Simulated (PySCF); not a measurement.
Computed IR spectrum (relative IR intensity) of a molecule C₄H₉FSi. Geometry: PBE-D3(BJ)/def2-SVP. The values are those of a single conformer. Computed with PBE-D3(BJ)/def2-SVP (PySCF 2.14.0). Frequencies are harmonic and unscaled.

ν (cm⁻¹): 315 (vw), 375 (vw), 614 (m), 638 (m), 825 (w), 871 (m), 882 (vs), 900 (w), 913 (m), 917 (w), 971 (w), 994 (w), 1064 (w), 1072 (vw), 1138 (w), 1163 (m), 1406 (w), 1414 (vw), 2165 (m), 2176 (s), 2182 (s), 2969 (w), 3051 (w), 3059 (w), 3078 (w) (against the strongest line: vs over 80 %, s over 45 %, m over 15 %, w over 4 %, vw less)

**Question.** Identify the compound among the candidates.
(A) C[Si@@H](F)C1CC1
(B) C=C[Si@@H](C)CF
(C) C[C@H]1C[C@@]1(F)[SiH3]
(D) C=C(F)CC[SiH3]

**Answer.** C, C[C@H]1C[C@@]1(F)[SiH3]
